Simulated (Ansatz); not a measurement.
BeBrH (SMILES [BeH][Br]) moved off its minimum; all values from Ansatz (a first-principles code), cores frozen in correlated methods.
(charge 0, multiplicity 1)
```xyz
3

Be     0.0620    -0.0101    -1.6308
H      0.0234     0.1059    -2.9711
Br     0.0838    -0.0947     0.3526
```

Forces at PBE/def2-TZVPP (eV/Å):

| atom | Fx | Fy | Fz |
|---|---|---|---|
| Be1 | -0.028 | 0.066 | 0.181 |
| H2 | 0.020 | -0.052 | 0.133 |
| Br3 | 0.008 | -0.014 | -0.314 |

### Question
Give the forces (eV/Å), the total energy and the dipole at CCSD(T)/aug-cc-pVTZ.

### Answer

```csv
atom,Fx,Fy,Fz
Be1,-0.033,0.079,0.054
H2,0.025,-0.067,0.307
Br3,0.007,-0.012,-0.361
```
Energy -2587.9921 hartree, dipole 0.44 D.
